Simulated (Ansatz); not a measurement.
Isomers of C$_{3}$H$_{6}$AlBr, relaxed with PBE0-D4/def2-TZVP in Ansatz; electronic energies, one conformer each and not always the lowest. Functionals use def2-TZVPP; CBS adds triple-zeta CCSD(T) − MP2 to the MP2 limit of def2-TZVPP and def2-QZVPP.

Outer-core shells of Br are correlated without core-valence functions. Scalar relativity is left out up to krypton. Spin–orbit coupling is left out.

Order them by energy at frozen-core CCSD(T)/CBS, lowest first. (Estimate.)
A. `C=[C](Br)[AlH][CH3]`
B. `C/C(Br)=[CH]\[AlH2]`
C. `C/C=[C](\[AlH2])Br`

A (0.0 kcal/mol), B (6.9 kcal/mol), C (8.7 kcal/mol).

How do B2PLYP, MP2/CBS(def2), PBE0-D4, B3LYP-D4 place them (kcal/mol, against `C=[C](Br)[AlH][CH3]`)? (Estimate.)

The calculation gave: 
```csv
isomer,B2PLYP,MP2/CBS(def2),PBE0-D4,B3LYP-D4
`C/C(Br)=[CH]\[AlH2]`,6.6,6.1,5.7,6.2
`C/C=[C](\[AlH2])Br`,8.7,8.8,7.9,8.3
```

B3LYP here is the variant with VWN-RPA as its local correlation; programs differ in this.
